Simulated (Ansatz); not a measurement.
Consider the formal loss of a carbene: `CC(F)(F)OCF` → `[CH]F` + `CC(O)(F)F`.

Gas-phase electronic energies from Ansatz, PBE0-D4/def2-TZVP geometries. CCSD(T)/CBS is the MP2 limit (def2-TZVPP, def2-QZVPP) plus CCSD(T) − MP2 in def2-TZVPP, frozen cores. This one scheme is used for every species. Functionals use def2-TZVPP. B3LYP here is the variant with VWN-RPA as its local correlation; programs differ in this. HSE06 is defined as in plane-wave codes. One conformer a species, not always the lowest.

`CC(F)(F)OCF`:

Cartesian coordinates in Å:
```
C -1.379 -0.499 -1.060
C -0.194 -0.500 -0.147
F -0.514 -1.012 1.067
F 0.782 -1.324 -0.627
O 0.306 0.767 -0.016
C 1.329 0.947 0.911
F 0.810 1.330 2.113
H -1.747 -1.518 -1.167
H -1.086 -0.110 -2.034
H -2.159 0.132 -0.636
H 1.951 1.760 0.536
H 1.902 0.029 1.060
```

`[CH]F`:

Z-matrix (Å, degrees):
```
C
F 1 1.301
H 1 1.126 2 102.3
```

`CC(O)(F)F`:

```xyz
9

C     0.928    0.322   -0.350
C    -0.317   -0.221    0.283
O    -1.420    0.145   -0.410
F    -0.255   -1.582    0.374
F    -0.421    0.202    1.578
H     0.876    1.410   -0.374
H     1.012   -0.060   -1.366
H     1.792    0.009    0.234
H    -2.194   -0.225    0.031
```

```tsv
level	ΔE (kJ/mol)	difference from CCSD(T)/CBS
PBE-D4	361.5	15.9
revPBE-D4	349.9	4.3
BLYP-D4	335.9	-9.7
B97M-V	351.3	5.7
PBE0-D4	369.6	24.0
r2SCANh-D4	371.8	26.2
r2SCAN0-D4	374.2	28.6
BHLYP-D4	354.5	8.9
CAM-B3LYP-D4	358.2	12.6
ωB97X-V	356.4	10.8
ωB97M-V	346.2	0.6
B2PLYP	346.3	0.7
PBE-QIDH	371.4	25.8
PBE	354.9	9.3
revPBE	329.5	-16.1
BLYP	321.8	-23.8
r2SCAN	368.4	22.8
PBE0	363.9	18.3
B3LYP	337.4	-8.2
r2SCAN0	371.9	26.3
HSE06	364.0	18.4
BHLYP	347.3	1.7
CAM-B3LYP	352.5	6.9
LC-ωPBE	365.1	19.5
RPA@PBE/def2-TZVPP	320.3	-25.3
HF/def2-SVP	329.4	-16.2
MP2/def2-SVP	375.5	29.9
CCSD/def2-SVP	351.8	6.2
CCSD(T)/def2-SVP	353.2	7.6
HF/def2-TZVPP	310.0	-35.6
MP2/def2-TZVPP	366.4	20.8
SCS-MP2/def2-TZVPP	351.2	5.6
CCSD/def2-TZVPP	340.0	-5.6
CCSD(T)/def2-TZVPP	343.0	-2.6
HF/def2-QZVPP	309.5	-36.1
MP2/def2-QZVPP	367.8	22.2
SCS-MP2/def2-QZVPP	352.2	6.6
HF/CBS(def2)	309.5	-36.1
MP2/CBS(def2)	369.1	23.5
CCSD/CBS(def2)	342.7	-2.9
CCSD(T)/CBS	345.6	0
```

Largest T1 diagnostic among the species: 0.018.

Leaving LDA and LC-ωPBE aside and taking each functional with its dispersion term where it has one, the values spread over 38.3 kJ/mol, from BLYP-D4 to r2SCAN0-D4. LDA lies +61.0 kJ/mol from PBE without D4. From r2SCAN to r2SCAN0 (25 % exact exchange), in def2-TZVPP and without D4, ΔE moves by +3.6 kJ/mol. At CCSD(T), def2-SVP lies +7.6 kJ/mol from the extrapolated value and def2-TZVPP −2.6 kJ/mol.

CCSD(T)/CBS has its own doubt, a few kJ/mol and more with outer-core shells, so smaller differences from it don't rank the levels.
